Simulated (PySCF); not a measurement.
CH₅Br₂NSi. Atoms are numbered in the order given.

```xyz
10

C      1.4270    -1.7999     0.0000
Si    -0.0664    -0.6999     0.0000
N     -1.5773    -1.5104     0.0000
Br     0.0361     0.5747     1.8347
Br     0.0361     0.5747    -1.8347
H      1.4141    -2.4413    -0.8945
H      1.4141    -2.4413     0.8945
H      2.3519    -1.2056     0.0000
H     -2.1475    -1.4838    -0.8381
H     -2.1475    -1.4838     0.8381
```

The structure is a stationary point at PBE0-D3(BJ)/def2-SVP. A frequency run showed that this geometry is not a minimum. The structure was generated by enumeration, and PubChem lists no compound with its InChIKey, so it may never have been made. Other conformers were not sampled.

Level of theory: PySCF with PBE0-D3(BJ)/def2-SVP.

Frequencies are harmonic and unscaled.

Give all harmonic wavenumbers and intensities. (The exact figures need the calculation; the answer reports its results.)


| mode | ν (cm⁻¹) | IR (km/mol) | moving atoms (share of kinetic energy) |
|---|---|---|---|
| 1 | 153i | 3.7 | H 78 %, N 17 % |
| 2 | 103 | 0.2 | Br 73 %, N 9 % |
| 3 | 174 | 0.9 | C 42 %, H 40 %, Br 15 % |
| 4 | 180 | 0.0 | H 94 % |
| 5 | 202 | 2.9 | C 29 %, H 24 %, Br 19 %, Si 16 %, N 11 % |
| 6 | 229 | 0.0 | H 40 %, N 38 %, Br 19 % |
| 7 | 237 | 7.3 | N 41 %, Br 20 %, Si 18 %, H 13 %, C 8 % |
| 8 | 360 | 19.2 | H 38 %, Si 28 %, Br 17 %, N 12 % |
| 9 | 398 | 219.9 | H 53 %, Si 17 %, N 15 %, Br 9 % |
| 10 | 452 | 116.1 | Si 70 %, Br 18 %, H 11 % |
| 11 | 720 | 65.2 | C 40 %, Si 31 %, H 19 %, N 10 % |
| 12 | 767 | 7.4 | H 81 %, C 14 % |
| 13 | 799 | 38.8 | H 69 %, C 21 % |
| 14 | 854 | 167.2 | H 70 %, Si 12 %, N 12 % |
| 15 | 906 | 115.3 | Si 43 %, N 39 %, H 14 % |
| 16 | 1265 | 30.7 | H 77 %, C 23 % |
| 17 | 1416 | 7.4 | H 96 % |
| 18 | 1419 | 2.4 | H 96 % |
| 19 | 1531 | 67.5 | H 89 %, N 10 % |
| 20 | 3062 | 0.1 | H 97 % |
| 21 | 3173 | 0.3 | H 91 %, C 9 % |
| 22 | 3184 | 0.1 | H 91 %, C 9 % |
| 23 | 3611 | 58.7 | H 96 % |
| 24 | 3713 | 54.3 | H 91 %, N 9 % |
